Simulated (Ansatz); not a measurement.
`C[O][Ga]([OH])[Cl]` + HCl → `[OH][Ga]([Cl])[Cl]` + CH₃OH  (ligand exchange at a Ga–O bond)

Calculated with Ansatz (gas phase, PBE0-D4/def2-TZVP geometries, no zero-point term in ΔE). CBS: MP2 limit from def2 TZ/QZ plus the TZ coupled-cluster correction, frozen cores. This one scheme is used for every species. Functionals use def2-TZVPP. B3LYP here is the variant with VWN-RPA as its local correlation; programs differ in this. For Ga outer-core shells are correlated without core-valence functions, which leaves a few kJ/mol of doubt a bond. Scalar relativity is left out up to krypton. Each species was taken in one conformer, which may not be the lowest.

```csv
level,ΔE (kcal/mol)
PBE-D4,-14.3
B3LYP-D4,-14.0
PBE0,-16.1
B3LYP,-14.8
```

(1) What does CCSD(T)/CBS give? (An estimate is asked.)

Largest T1 diagnostic among the species: 0.013.

Answers

(1) The calculation gave: -13.6 kcal/mol. The listed levels differ from it by -0.7, -0.4, -2.5, -1.2 kcal/mol.

The D4 term adds +0.8 kcal/mol with B3LYP and +0.5 kcal/mol with PBE0; it sums over pairs of atoms, weighted by their polarisabilities, and B3LYP, whose exchange is more repulsive, gets the larger term. From PBE to PBE0 (25 % exact exchange), in def2-TZVPP and without D4, ΔE moves by −1.2 kcal/mol. In def2-TZVPP, CCSD(T) changes the Hartree–Fock value by +4.4 kcal/mol (the triples alone add +0.4 kcal/mol) and MP2 by +4.2 kcal/mol.

CCSD(T)/CBS has its own doubt, a few kJ/mol and more with outer-core shells, so smaller differences from it don't rank the levels.
